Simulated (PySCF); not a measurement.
B3LYP has the VWN-RPA correlation part, as in Gaussian. Excitations are Tamm–Dancoff values on a coarser integration grid. The basis has no diffuse functions, so Rydberg states are missing or too high.

Cartesian coordinates (Å):
```xyz
5

Cl    -0.9846     0.5438     1.7212
Si     0.0100    -0.0063     0.0313
Cl     1.7093    -0.9999     0.5533
Br    -1.2727    -1.3301    -1.1775
Br     0.5379     1.7924    -1.1284
```
Charge 0, spin multiplicity 1.

Predict the S1–T1 gap (TDA), LUMO, total energy, dipole moment and HOMO–LUMO gap from B3LYP-D3(BJ)/def2-TZVP (PySCF).


```json
{
 "S1–T1 gap (TDA)": "0.41 eV",
 "LUMO": "-1.63 eV",
 "total_energy": "-173025.25 eV",
 "dipole_moment": "0.11 D",
 "HOMO–LUMO gap": "6.92 eV"
}
```
